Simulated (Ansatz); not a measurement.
Pd₃. Total charge 0; triplet. Geometry PBE0-D4/def2-TZVPD, that of the charge -1 doublet; atoms count from 1.

Cartesian coordinates in Å:
```
Pd -0.496 -1.228 -0.652
Pd 1.104 0.766 -0.611
Pd -0.608 0.462 1.264
```

In the def2 sets Pd takes a core potential; there is no spin–orbit coupling. The structure comes from a short search, and lower isomers may exist.

**Question.** Estimate the Mulliken populations from the PBE0/def2-TZVPD orbitals of Ansatz.

**Answer.** 
```json
{"atom": "Pd1", "charge (e)": "-0.05", "spin (α − β)": "0.48", "d electrons": "9.33"}
{"atom": "Pd2", "charge (e)": "0.09", "spin (α − β)": "1.05", "d electrons": "9.12"}
{"atom": "Pd3", "charge (e)": "-0.05", "spin (α − β)": "0.48", "d electrons": "9.33"}
```
Mulliken values depend strongly on the basis. With diffuse functions, as here, like atoms can get unlike values, and bond orders can come out too low or too high.

**Question.** Where does the spin sit?

**Answer.** Summed by element: Pd 2.00, of 2 unpaired in all. Largest on single atoms: Pd2 1.05, Pd3 0.48, Pd1 0.48.

**Question.** And the Mayer bond orders between heavy atoms (over 0.3)?

**Answer.** Pd1–Pd2 0.70 (2.56 Å); Pd1–Pd3 0.77 (2.56 Å); Pd2–Pd3 0.70 (2.56 Å).
